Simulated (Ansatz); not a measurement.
Basis-set extrapolation for C₃H₉F₃OSi₂, SMILES `CO[SiH2]CC[Si](F)(F)F` (PBE0-D4/def2-TZVP geometry, frozen core, Ansatz 0.2.0). Multiplicity 1, RHF reference.

```json
{"": "HF", "def2-TZVPP": "-1070.402259", "def2-QZVPP": "-1070.444850"}
{"": "MP2 correlation", "def2-TZVPP": "-1.736641", "def2-QZVPP": "-1.881027"}
{"": "CCSD(T) correlation", "def2-TZVPP": "-1.850205", "def2-QZVPP": "not run"}
```

Energies in hartree. Use E(X) = E(∞) + A·exp(−7.88·√X) for Hartree–Fock and E(X) = E(∞) + B·X^(−2.97) for correlation, with X = 3 and 4, and add CCSD(T) minus MP2 of the smaller set to the MP2 limit.

Problem. What is the CCSD(T) energy at the basis-set limit?

Solution. HF limit: -1070.444850 + (-0.042591) × 0.13774 = -1070.45072. MP2 limit: -1.881027 + (-0.144386) × 0.74074 = -1.98798. Higher-order term: -1.850205 − (-1.736641) = -0.11356. Total: -1072.55226 hartree, 8.16 eV below CCSD(T)/def2-TZVPP.
